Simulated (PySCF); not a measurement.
# Co (cobalt, neutral) across methods

[Ar] 3d9, 2D determinant (an excited configuration). Computed with PySCF 2.14 in aug-cc-pVTZ-DK (8s7p5d3f2g, 93 functions), with scalar relativity by spin-free X2C-1e.

```tsv
method	E (hartree)	mean ε 3p β (eV)	mean ε 3d α (eV)	mean ε 3d β (eV)	Σ⟨r²⟩ (bohr²)	⟨S²⟩
r2SCANh	-1393.062	-60.151	-2.768	-1.787	31.68	0.764
B3LYP	-1393.176	-60.418	-3.476	-2.562	31.34	0.758
PBE	-1392.921	-57.442	-2.288	-1.492	32.87	0.759
LDA	-1390.512	-57.342	-2.492	-1.665	32.30	0.757
UHF	-1391.59973	-71.602	-7.712	-5.859	28.15	0.778
LC-wPBE	-1392.953	-62.289	-6.184	-5.301	30.47	0.756
HSE06	-1392.905	-60.684	-3.210	-2.223	30.91	0.760
PBE0	-1392.888	-61.055	-3.606	-2.601	30.94	0.760
r2SCAN	-1393.088	-58.886	-2.218	-1.314	32.44	0.764
```
